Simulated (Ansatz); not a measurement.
Mg5S4I2⁺. Charge 1, multiplicity 2. Geometry PBE-D4/def2-SVP, that of the neutral singlet.

| atom | x (Å) | y (Å) | z (Å) |
| --- | --- | --- | --- |
| Mg1 | -0.994 | 2.145 | 0.630 |
| Mg2 | -1.530 | -1.568 | 1.088 |
| Mg3 | -1.613 | 0.054 | -1.452 |
| Mg4 | 1.756 | 1.317 | -0.842 |
| Mg5 | 1.290 | -1.915 | -0.443 |
| S6 | -2.729 | 0.489 | 0.768 |
| S7 | -0.375 | 2.102 | -1.725 |
| S8 | -1.005 | -2.262 | -1.186 |
| S9 | 3.070 | -0.577 | -1.080 |
| I10 | 1.413 | 2.516 | 1.823 |
| I11 | 0.718 | -2.300 | 2.418 |

In the def2 sets I takes a core potential; there is no spin–orbit coupling. Single mean-field runs in def2-TZVP are fitted with def2-universal-jkfit. At PBE-D4/def2-TZVP the gap within one spin of the charge 1 doublet nearly closes, so an electron or hole may be smeared out by delocalisation error.

Problem. Estimate the α-spin orbital energies around the gap (eV) in Ansatz with PBE-D4/def2-TZVP, PBE0-D4/def2-TZVP, ωB97X-V/def2-TZVP.

Solution. 
```tsv
orbital	PBE-D4/def2-TZVP	PBE0-D4/def2-TZVP	ωB97X-V/def2-TZVP
HOMO−5	-10.33	-11.20	-13.35
HOMO−4	-10.26	-11.20	-13.33
HOMO−3	-10.08	-10.93	-13.09
HOMO−2	-10.03	-10.85	-12.99
HOMO−1	-9.92	-10.77	-12.94
HOMO	-9.88	-10.51	-12.65
LUMO	-6.05	-5.44	-3.77
LUMO+1	-5.82	-5.24	-3.48
LUMO+2	-5.43	-4.66	-2.92
LUMO+3	-5.16	-4.47	-2.78
LUMO+4	-5.03	-4.15	-2.43
LUMO+5	-4.94	-4.14	-2.37
β HOMO	-9.78	-10.50	-12.65
β LUMO	-9.73	-9.38	-7.46
```
